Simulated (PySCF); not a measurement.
PySCF input file for Br₂W, SMILES [Br][W][Br] (connectivity only; charge and spin as stated), neutral, multiplicity 5, r2SCAN-D4/def2-SVP. The structure is a stationary point at r2SCAN-D4/def2-SVP. The spin state was assumed, not searched. The def2 effective core potentials stand for the cores of W; spin–orbit coupling is left out.

```python
import numpy as np
from pyscf import gto, scf, dft, df
from pyscf.hessian import thermo

mol = gto.M(
    atom='''
    W     0.00000000    0.00000000   -0.38605353
    Br    0.00000000    2.30103420    0.40811373
    Br    0.00000000   -2.30103420    0.40811373
    ''',
    basis='def2-SVP',
    ecp={'W': 'def2-svp'},
    charge=0,
    spin=4,
    max_memory=1600,
    verbose=3,
)
mf = dft.UKS(mol, xc='r2scan').density_fit(auxbasis='def2-universal-jkfit')
mf.disp = 'd4'
mf.grids.level = 4
mf.conv_tol = 1e-11
mf.max_cycle = 100
mf.kernel()
fine, coarse = mf.grids, dft.Grids(mol).set(level=1).build(with_non0tab=True)
for _ in range(3):  # follow internal instabilities
    mf.grids = coarse
    mo, _, stable, _ = mf.stability(return_status=True, nroots=4)
    mf.grids = fine
    if stable:
        break
    mf.kernel(mf.make_rdm1(mo, mf.mo_occ))

# [left out here: the lines that compute and print the analytic Hessian (its translational invariance restored by hand, since the grid's response is missing), thermochemistry and intensities]
```

Output:

```

WARN: HOMO -0.361302393162543 >= LUMO -0.384048669292136

converged SCF energy = -5214.82554417697  <S^2> = 6.0323166  2S+1 = 5.01291
<class 'pyscf.df.df_jk.DFUKS'> wavefunction is stable in the internal stability analysis

WARN: MGGA Hessian is sensitive to dft grids. grids.level 4 may not be dense enough.


WARN: DFTD4 does not support analytical Hessian, using finite difference.


WARN: Mole.unit (angstrom) is changed to Bohr

Mode                                 0                   1                   2
Irrep
Freq [cm^-1]                       39.9839            238.0034            275.9260
Reduced mass [au]                 100.6929             84.6848            106.1370
Force const [Dyne/A]                0.0948              2.8263              4.7610
Char temp [K]                      57.5280            342.4340            396.9961
Normal mode                   x     y     z       x     y     z       x     y     z
       0   W                -0.00 -0.00  0.04    0.00  0.00 -0.02   -0.00  0.05  0.00
       1  Br                 0.00  0.04 -0.05   -0.00  0.07  0.03   -0.00 -0.06 -0.02
       2  Br                 0.00 -0.04 -0.05   -0.00 -0.07  0.03   -0.00 -0.06  0.02
temperature 298.1500 [K]
pressure 101325.00 [Pa]
Rotational constants [GHz] 9.37278 0.59727 0.56149
Symmetry number 2
Zero-point energy (ZPE) 0.00126 [Eh]   3313.138 [J/mol]
                           tot       elec      trans        rot        vib
Entropy [J/mol/K]       346.730     13.382    181.576    115.638     36.135
Cv [J/mol/K]             47.878      0.000     12.472     12.472     22.934
Cp [J/mol/K]             56.192      0.000     20.786     12.472     22.934
Internal energy [J/mol]                      3718.434   3718.434   8067.124
Internal energy [Eh]   -5214.81964  -5214.82554
Enthalpy [J/mol]                             6197.391   3718.434   8067.124
Enthalpy [Eh]          -5214.81869
Gibbs free energy [J/mol]                  -47939.412 -30759.000  -2706.472
Gibbs free energy [Eh] -5214.85807
mode   freq/cm-1   IR/(km/mol)
   1       39.98         1.114
   2      238.00         3.072
   3      275.93        52.032
max |gradient| / (hartree/bohr): 3.227727815050586e-05
APT charges: [ 1.0043 -0.5011 -0.5011]
```

The run converged.

Cost: very roughly 4 core-minutes.
